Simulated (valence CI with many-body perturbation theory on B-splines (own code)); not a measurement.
# Pt⁷³⁺: electric-dipole lines

Computed by configuration interaction combined with many-body perturbation theory (CI+MBPT): three valence electrons over a frozen Dirac-Fock core [He], radial functions for each j: 11 s, 11 p, 10 d, 8 f, 5 g, 2 h, with the one-electron correlation potential Σ1 (screened to all orders), the two-electron term Σ2, the three-electron term Σ3, Breit, model QED; selected single and double excitations, second order for the rest, scaled by the run's own slope (own B-spline code, finite nucleus).

No measured spectrum was set against this ion. As an estimate, large intervals hold to a few tenths of a per cent, small ones and those within an open d or f shell to about a per cent.

Lines 151 to 200 of 575 in falling wavelength, among levels below 142750 × 10³ cm⁻¹, chosen from the strongest by gf and those to the six lowest levels. Wavelengths and rates use the calculated energies. Electric multipoles are in the length gauge, E1 and E2 with the static RPA response of the core. Weak lines are less certain than strong ones. Lines between different terms over intervals too small for the method are left out, as are lines whose strength nearly cancels. The highest levels of a list are the least certain.

Levels are named by their leading jj configuration (3d3/2^4 stands for four electrons in 3d with j = 3/2), which in mixed levels can hold well under half, so a name can repeat and another be missing. Letters in brackets count levels of one name in rising energy.

```
λ vac (Å)                          Upper                       Lower   A (s⁻¹)  S (a.u.) with core polarisation  S without
    5.902          (2p3/2^2 3p1/2) J=3/2      (2s 2p3/2 3p1/2) J=1/2  1.14e+13                         4.62e-03   4.63e-03
    5.901          (2p3/2^2 3p1/2) J=5/2  (2s 2p3/2 3p1/2) J=3/2 [b]  1.34e+13                         8.14e-03   8.16e-03
    5.892      (2p3/2^2 3d3/2) J=3/2 [a]  (2s 2p3/2 3d3/2) J=3/2 [b]  8.44e+12                         3.41e-03   3.41e-03
    5.887          (2p3/2^2 3d3/2) J=5/2  (2s 2p3/2 3d3/2) J=3/2 [b]  9.38e+12                         5.67e-03   5.67e-03
    5.882             (2p3/2^2 3s) J=3/2     (2s 2p3/2 3s) J=3/2 [b]  5.09e+12                         2.05e-03   2.05e-03
    5.870      (2p3/2^2 3d5/2) J=5/2 [a]  (2s 2p3/2 3d5/2) J=3/2 [b]  5.90e+12                         3.53e-03   3.54e-03
    5.866          (2p3/2^2 3d5/2) J=3/2  (2s 2p3/2 3d5/2) J=3/2 [b]  8.94e+12                         3.56e-03   3.57e-03
    5.860             (2p3/2^2 3s) J=3/2         (2s 2p3/2 3s) J=1/2  1.11e+13                         4.41e-03   4.42e-03
    5.856      (2p3/2^2 3d5/2) J=5/2 [a]  (2s 2p3/2 3d5/2) J=5/2 [b]  6.31e+12                         3.75e-03   3.76e-03
    5.852          (2p3/2^2 3d5/2) J=3/2  (2s 2p3/2 3d5/2) J=5/2 [b]  5.33e+12                         2.11e-03   2.11e-03
    5.849          (2p1/2 2p3/2^2) J=3/2      (2s 2p1/2 2p3/2) J=1/2  1.17e+13                         4.63e-03   4.63e-03
    5.841      (2p3/2^2 3p3/2) J=3/2 [a]  (2s 2p3/2 3p3/2) J=1/2 [b]  1.18e+13                         4.64e-03   4.64e-03
    5.796  (2p1/2 2p3/2 3d5/2) J=3/2 [a]      (2s 2p1/2 3d5/2) J=3/2  7.32e+12                         2.81e-03   2.82e-03
    5.795  (2p1/2 2p3/2 3p3/2) J=3/2 [a]  (2s 2p1/2 3p3/2) J=3/2 [b]  7.16e+12                         2.75e-03   2.76e-03
    5.793          (2p1/2 2p3/2^2) J=5/2  (2s 2p1/2 2p3/2) J=3/2 [b]  1.43e+13                         8.25e-03   8.27e-03
    5.791  (2p1/2 2p3/2 3d5/2) J=5/2 [a]  (2s 2p1/2 3d5/2) J=5/2 [b]  5.49e+12                         3.16e-03   3.16e-03
    5.775  (2p1/2 2p3/2 3d3/2) J=5/2 [a]      (2s 2p1/2 3d3/2) J=5/2  7.52e+12                         4.29e-03   4.29e-03
    5.767     (2p1/2 2p3/2 3s) J=3/2 [b]     (2s 2p1/2 3s) J=1/2 [b]  1.12e+13                         4.24e-03   4.24e-03
    5.767      (2p1/2 2p3/2 3d5/2) J=9/2      (2s 2p1/2 3d5/2) J=7/2  1.25e+13                         1.18e-02   1.18e-02
    5.766                (2p3/2^3) J=3/2          (2s 2p3/2^2) J=3/2  2.99e+13                         1.13e-02   1.13e-02
    5.764                (2p3/2^3) J=3/2          (2s 2p3/2^2) J=1/2  6.99e+12                         2.64e-03   2.65e-03
    5.762  (2p1/2 2p3/2 3p1/2) J=3/2 [a]      (2s 2p1/2 3p1/2) J=3/2  6.62e+12                         2.50e-03   2.50e-03
    5.761      (2p1/2 2p3/2 3p3/2) J=7/2      (2s 2p1/2 3p3/2) J=5/2  1.41e+13                         1.06e-02   1.06e-02
    5.757  (2p1/2 2p3/2 3d5/2) J=5/2 [a]      (2s 2p1/2 3d5/2) J=7/2  3.60e+12                         2.03e-03   2.04e-03
    5.748      (2p3/2^2 3d5/2) J=5/2 [b]  (2s 2p3/2 3d5/2) J=3/2 [b]  4.27e+12                         2.40e-03   2.41e-03
    5.746     (2s 2p3/2 3d5/2) J=7/2 [b]          (2s^2 3d5/2) J=5/2  1.62e+13                         1.22e-02   1.22e-02
    5.743  (2p1/2 2p3/2 3d5/2) J=5/2 [b]      (2s 2p1/2 3d5/2) J=3/2  5.91e+12                         3.31e-03   3.32e-03
    5.742      (2p3/2^2 3p3/2) J=3/2 [b]  (2s 2p3/2 3p3/2) J=3/2 [b]  1.60e+13                         5.97e-03   5.98e-03
    5.741  (2p1/2 2p3/2 3d5/2) J=5/2 [b]  (2s 2p1/2 3d5/2) J=5/2 [b]  3.97e+12                         2.22e-03   2.23e-03
    5.741          (2p3/2^2 3p3/2) J=1/2  (2s 2p3/2 3p3/2) J=1/2 [a]  1.35e+13                         2.52e-03   2.53e-03
    5.741      (2p3/2^2 3d5/2) J=5/2 [b]   (2p1/2 2p3/2 3p3/2) J=7/2  3.40e+12                         1.91e-03   1.91e-03
    5.736     (2s 2p3/2 3p3/2) J=5/2 [b]          (2s^2 3p3/2) J=3/2  1.89e+13                         1.06e-02   1.06e-02
    5.736  (2p1/2 2p3/2 3p3/2) J=3/2 [b]      (2s 2p1/2 3p3/2) J=1/2  6.97e+12                         2.60e-03   2.60e-03
    5.735  (2p1/2 2p3/2 3d3/2) J=5/2 [b]  (2s 2p1/2 3d3/2) J=3/2 [b]  1.24e+13                         6.91e-03   6.92e-03
    5.734      (2p3/2^2 3d5/2) J=5/2 [b]  (2s 2p3/2 3d5/2) J=5/2 [b]  1.08e+13                         6.03e-03   6.04e-03
    5.732  (2p1/2 2p3/2 3d5/2) J=7/2 [a]  (2s 2p1/2 3d5/2) J=5/2 [a]  1.07e+13                         7.97e-03   7.98e-03
    5.732      (2p3/2^2 3d3/2) J=3/2 [b]  (2s 2p3/2 3d3/2) J=1/2 [b]  5.93e+12                         2.20e-03   2.21e-03
    5.731      (2p1/2 2p3/2 3d3/2) J=7/2      (2s 2p1/2 3d3/2) J=5/2  1.25e+13                         9.31e-03   9.33e-03
    5.730          (2p3/2^2 3p3/2) J=5/2  (2s 2p3/2 3p3/2) J=5/2 [a]  9.95e+12                         5.54e-03   5.55e-03
    5.730  (2p1/2 2p3/2 3d3/2) J=3/2 [b]      (2s 2p1/2 3d3/2) J=1/2  6.66e+12                         2.47e-03   2.48e-03
    5.728      (2p1/2 2p3/2 3p1/2) J=5/2      (2s 2p1/2 3p1/2) J=3/2  1.41e+13                         7.84e-03   7.85e-03
    5.728  (2p1/2 2p3/2 3p3/2) J=5/2 [a]  (2s 2p1/2 3p3/2) J=3/2 [a]  1.01e+13                         5.61e-03   5.61e-03
    5.725          (2p3/2^2 3d5/2) J=7/2  (2s 2p3/2 3d5/2) J=7/2 [a]  6.59e+12                         4.88e-03   4.89e-03
    5.724  (2p1/2 2p3/2 3p1/2) J=3/2 [b]  (2s 2p1/2 3p1/2) J=1/2 [b]  1.42e+13                         5.25e-03   5.26e-03
    5.723     (2s 2p3/2 3d3/2) J=3/2 [b]          (2s^2 3d3/2) J=3/2  1.86e+13                         6.89e-03   6.89e-03
    5.722  (2p1/2 2p3/2 3d5/2) J=7/2 [b]  (2s 2p1/2 3d5/2) J=5/2 [b]  6.62e+12                         4.90e-03   4.91e-03
    5.719  (2p1/2 2p3/2 3d3/2) J=3/2 [b]  (2s 2p1/2 3d3/2) J=3/2 [b]  7.06e+12                         2.61e-03   2.61e-03
    5.707          (2p3/2^2 3d5/2) J=7/2  (2s 2p3/2 3d5/2) J=5/2 [a]  6.12e+12                         4.49e-03   4.50e-03
    5.706     (2s 2p3/2 3d3/2) J=5/2 [b]          (2s^2 3d3/2) J=3/2  1.76e+13                         9.66e-03   9.68e-03
    5.706          (2p3/2^2 3d5/2) J=1/2  (2s 2p3/2 3d5/2) J=3/2 [a]  1.31e+13                         2.40e-03   2.40e-03
```
